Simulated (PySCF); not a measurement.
C2H5Cd, doublet, geometry from GFN2-xTB (such geometries of metal compounds can be far from the true shape) (the spin is typed, not shown lowest) (core potentials on Cd); B3LYP/def2-SV(P) run with PySCF.

Input for PySCF:
```python
from pyscf import gto, scf, dft

mol = gto.M(
    atom='''
Cd    0.29131305    0.56175032    0.38252380
C    -0.06194642   -1.60761260   -0.75591768
C    -1.46593042   -1.47270462   -1.31110621
H     0.00958159   -2.42399845   -0.03318615
H     0.67608025   -1.73578800   -1.55142422
H    -1.53176292   -0.63365091   -2.01179403
H    -2.19244167   -1.31585186   -0.50681331
H    -1.77722280   -2.37282283   -1.85578147
''',
    basis='def2-sv(p)',
    ecp={'Cd': 'def2-sv(p)'},
    spin=1,
    verbose=4,
)

mf = dft.UKS(mol)
mf.xc = 'b3lyp'
mf.kernel()
mf.analyze()
```

### Question
Predict the main parts of the log of this PySCF run.

### Answer

```
PySCF version 2.14.0

[INPUT] verbose = 4
[INPUT] num. atoms = 8
[INPUT] num. electrons = 37
[INPUT] charge = 0
[INPUT] spin (= nelec alpha-beta = 2S) = 1
[INPUT] symmetry False subgroup None
[INPUT] Mole.unit = angstrom
[INPUT] Symbol           X                Y                Z      unit          X                Y                Z       unit  Magmom
[INPUT]  1 Cd     0.291313050000   0.561750320000   0.382523800000 AA    0.550501881012   1.061554255187   0.722865218128 Bohr   0.0
[INPUT]  2 C     -0.061946420000  -1.607612600000  -0.755917680000 AA   -0.117061768197  -3.037947528400  -1.428477387917 Bohr   0.0
[INPUT]  3 C     -1.465930420000  -1.472704620000  -1.311106210000 AA   -2.770207011469  -2.783008394182  -2.477631657116 Bohr   0.0
[INPUT]  4 H      0.009581590000  -2.423998450000  -0.033186150000 AA    0.018106580938  -4.580693196870  -0.062712734629 Bohr   0.0
[INPUT]  5 H      0.676080250000  -1.735788000000  -1.551424220000 AA    1.277606510727  -3.280163930307  -2.931766878817 Bohr   0.0
[INPUT]  6 H     -1.531762920000  -0.633650910000  -2.011794030000 AA   -2.894612406564  -1.197426678481  -3.801739735735 Bohr   0.0
[INPUT]  7 H     -2.192441670000  -1.315851860000  -0.506813310000 AA   -4.143114300384  -2.486599635900  -0.957738352184 Bohr   0.0
[INPUT]  8 H     -1.777222800000  -2.372822830000  -1.855781470000 AA   -3.358464354333  -4.483985290815  -3.506918725343 Bohr   0.0

nuclear repulsion = 98.4300497837172
number of shells = 32
number of NR pGTOs = 118
number of NR cGTOs = 62
basis = def2-sv(p)
ecp = {'Cd': 'def2-sv(p)'}

******** <class 'pyscf.dft.uks.UKS'> ********
method = UKS
initial guess = minao
damping factor = 0
level_shift factor = 0
DIIS = <class 'pyscf.scf.diis.CDIIS'>
diis_start_cycle = 1
diis_space = 8
diis_damp = 0
SCF conv_tol = 1e-09
SCF conv_tol_grad = None
SCF max_cycles = 50
direct_scf = True
direct_scf_tol = 1e-13
number electrons alpha = 19  beta = 18
XC library pyscf.dft.libxc version 7.1.2
    S. Lehtola, C. Steigemann, M. J. T. Oliveira, and M. A. L. Marques,  SoftwareX 7, 1–5 (2018)
XC functionals = b3lyp
    P. J. Stephens, F. J. Devlin, C. F. Chabalowski, and M. J. Frisch,  J. Phys. Chem. 98, 11623 (1994)
radial grids:
    Treutler-Ahlrichs [JCP 102, 346 (1995); DOI:10.1063/1.469408] (M4) radial grids

becke partition: Becke, JCP 88, 2547 (1988); DOI:10.1063/1.454033
pruning grids: <function nwchem_prune>
grids dens level: 3
symmetrized grids: False
atomic radii adjust function: <function treutler_atomic_radii_adjust>
small_rho_cutoff = 0
Set gradient conv threshold to 3.16228e-05
tot grids = 99672
init E= -232.800473426042

cycle= 1 E= -245.909194732796  delta_E= -13.1  |g|= 1.28  |ddm|= 3.44
cycle= 2 E= -215.16174091813  delta_E= 30.7  |g|= 4.99  |ddm|= 26.4
cycle= 3 E= -246.771380495318  delta_E= -31.6  |g|= 0.376  |ddm|= 26.2
cycle= 4 E= -246.711892246233  delta_E= 0.0595  |g|= 0.536  |ddm|= 1.43
cycle= 5 E= -246.893263488268  delta_E= -0.181  |g|= 0.0481  |ddm|= 0.665
cycle= 6 E= -246.89440187907  delta_E= -0.00114  |g|= 0.0315  |ddm|= 0.0925
cycle= 7 E= -246.894959030283  delta_E= -0.000557  |g|= 0.00712  |ddm|= 0.0405
cycle= 8 E= -246.895011875526  delta_E= -5.28e-05  |g|= 0.00169  |ddm|= 0.0164
cycle= 9 E= -246.895017247046  delta_E= -5.37e-06  |g|= 0.000559  |ddm|= 0.00645
cycle= 10 E= -246.89501771523  delta_E= -4.68e-07  |g|= 0.000229  |ddm|= 0.00192
cycle= 11 E= -246.89501779529  delta_E= -8.01e-08  |g|= 5.26e-05  |ddm|= 0.00091
cycle= 12 E= -246.89501780025  delta_E= -4.96e-09  |g|= 1.12e-05  |ddm|= 0.000229
cycle= 13 E= -246.89501780045  delta_E= -2e-10  |g|= 3.9e-06  |ddm|= 4.7e-05
Extra cycle  E= -246.895017800455  delta_E= -5.51e-12  |g|= 4.02e-06  |ddm|= 1.23e-05
converged SCF energy = -246.895017800455  <S^2> = 0.76076932  2S+1 = 2.0107405
**** SCF Summaries ****
Total Energy =                        -246.895017800455349
Nuclear Repulsion Energy =              98.430049783717180
One-electron Energy =                 -598.031969471601087
Two-electron Energy =                  252.706901887428558
Two-electron Coulomb Energy =          280.855471069967450
DFT Exchange-Correlation Energy =      -28.148569182538878
**** MO energy ****
                             alpha | beta                alpha | beta
MO #1   energy= -10.1860028590679  | -10.1757717700252  occ= 1 | 1
MO #2   energy= -10.1750141728416  | -10.1753592728097  occ= 1 | 1
MO #3   energy= -4.1460310604504   | -4.14471200173255  occ= 1 | 1
MO #4   energy= -2.65069677288788  | -2.64973510917719  occ= 1 | 1
MO #5   energy= -2.65059123408451  | -2.6496822329758   occ= 1 | 1
MO #6   energy= -2.64769110401415  | -2.6460108720691   occ= 1 | 1
MO #7   energy= -0.747307552049641 | -0.737343065894233 occ= 1 | 1
MO #8   energy= -0.600454100054346 | -0.587155895133968 occ= 1 | 1
MO #9   energy= -0.498648998324526 | -0.496032948672297 occ= 1 | 1
MO #10  energy= -0.497374387503288 | -0.49603159313664  occ= 1 | 1
MO #11  energy= -0.497088970566743 | -0.494134100480271 occ= 1 | 1
MO #12  energy= -0.496032162622025 | -0.493926778164798 occ= 1 | 1
MO #13  energy= -0.494888676385409 | -0.491350108202142 occ= 1 | 1
MO #14  energy= -0.444906638822317 | -0.441017494873664 occ= 1 | 1
MO #15  energy= -0.41973489546753  | -0.410648128127519 occ= 1 | 1
MO #16  energy= -0.373320293162326 | -0.367700362170948 occ= 1 | 1
MO #17  energy= -0.352846892058077 | -0.349317496999229 occ= 1 | 1
MO #18  energy= -0.273200126017947 | -0.242279067528834 occ= 1 | 1
MO #19  energy= -0.180591405703197 | -0.0927176180347367 occ= 1 | 0
MO #20  energy= -0.0250879861534616 | -0.0202721631981175 occ= 0 | 0
MO #21  energy= -0.0238199936041568 | -0.0186148030382839 occ= 0 | 0
MO #22  energy= 0.0319428592862891 | 0.0447645421474316 occ= 0 | 0
MO #23  energy= 0.0877090604106598 | 0.0954010624376629 occ= 0 | 0
MO #24  energy= 0.117601651963043  | 0.121788918555841  occ= 0 | 0
MO #25  energy= 0.124257271940412  | 0.127187380750053  occ= 0 | 0
MO #26  energy= 0.124337209456734  | 0.127642654411988  occ= 0 | 0
MO #27  energy= 0.157198014277428  | 0.160216054431178  occ= 0 | 0

spin_pop of  0 Cd 4s        0.00010
spin_pop of  0 Cd 5s        0.23723
spin_pop of  0 Cd 6s        0.00289
spin_pop of  0 Cd 7s       -0.00018
spin_pop of  0 Cd 8s        0.00062
spin_pop of  0 Cd 4px       0.00025
spin_pop of  0 Cd 4py       0.00004
spin_pop of  0 Cd 4pz       0.01322
spin_pop of  0 Cd 5px       0.00129
spin_pop of  0 Cd 5py       0.00011
spin_pop of  0 Cd 5pz       0.00282
spin_pop of  0 Cd 6px       0.00847
spin_pop of  0 Cd 6py       0.00031
spin_pop of  0 Cd 6pz       0.04297
spin_pop of  0 Cd 4dxy      0.00615
spin_pop of  0 Cd 4dyz     -0.00139
spin_pop of  0 Cd 4dz^2    -0.00159
spin_pop of  0 Cd 4dxz      0.00682
spin_pop of  0 Cd 4dx2-y2    0.00024
spin_pop of  0 Cd 5dxy      0.00790
spin_pop of  0 Cd 5dyz      0.00228
spin_pop of  0 Cd 5dz^2     0.00180
spin_pop of  0 Cd 5dxz      0.00556
spin_pop of  0 Cd 5dx2-y2    0.00005
spin_pop of  1 C 1s       -0.00001
spin_pop of  1 C 2s        0.08097
spin_pop of  1 C 3s        0.00641
spin_pop of  1 C 2px       0.04016
spin_pop of  1 C 2py       0.38896
spin_pop of  1 C 2pz       0.13579
spin_pop of  1 C 3px       0.00090
spin_pop of  1 C 3py       0.01160
spin_pop of  1 C 3pz       0.00257
spin_pop of  1 C 3dxy     -0.00002
spin_pop of  1 C 3dyz     -0.00019
spin_pop of  1 C 3dz^2    -0.00004
spin_pop of  1 C 3dxz     -0.00008
spin_pop of  1 C 3dx2-y2   -0.00012
spin_pop of  2 C 1s        0.00000
spin_pop of  2 C 2s       -0.00414
spin_pop of  2 C 3s        0.00017
spin_pop of  2 C 2px      -0.00779
spin_pop of  2 C 2py      -0.00544
spin_pop of  2 C 2pz      -0.00279
spin_pop of  2 C 3px       0.00018
spin_pop of  2 C 3py       0.00027
spin_pop of  2 C 3pz       0.00032
spin_pop of  2 C 3dxy      0.00017
spin_pop of  2 C 3dyz      0.00004
spin_pop of  2 C 3dz^2     0.00001
spin_pop of  2 C 3dxz      0.00005
spin_pop of  2 C 3dx2-y2   -0.00002
spin_pop of  3 H 1s       -0.01267
spin_pop of  3 H 2s        0.00048
spin_pop of  4 H 1s       -0.01261
spin_pop of  4 H 2s        0.00071
spin_pop of  5 H 1s        0.00466
spin_pop of  5 H 2s        0.00036
spin_pop of  6 H 1s        0.00458
spin_pop of  6 H 2s        0.00012
spin_pop of  7 H 1s        0.02827
spin_pop of  7 H 2s        0.00021
In total            19.00000 | 18.00000
Dipole moment(X, Y, Z, Debye): -0.23818, -0.57468, -0.36506
```
